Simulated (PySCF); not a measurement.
# Correlation energy of Al (aluminium, neutral)

[Ne] 3s2 3p1, 2P determinant. Computed with PySCF 2.14 in aug-cc-pVDZ-DK (5s4p2d, 27 functions), with the spin-free X2C one-electron Hamiltonian (Gaussian nucleus). Frozen: [Ne]; 3 electrons correlated.

MP2 pair energies summed by pair of shells (mhartree):

| pair | energy | share (%) |
| --- | --- | --- |
| 3s-3s | -18.35 | 59.2 |
| 3s-3p | -12.63 | 40.8 |

Total MP2 correlation energy: -30.98 mhartree.

Same-spin part -2.23 and opposite-spin part -28.75 mhartree; SCS-MP2 scales them by 1/3 and 6/5 to -35.24 mhartree.
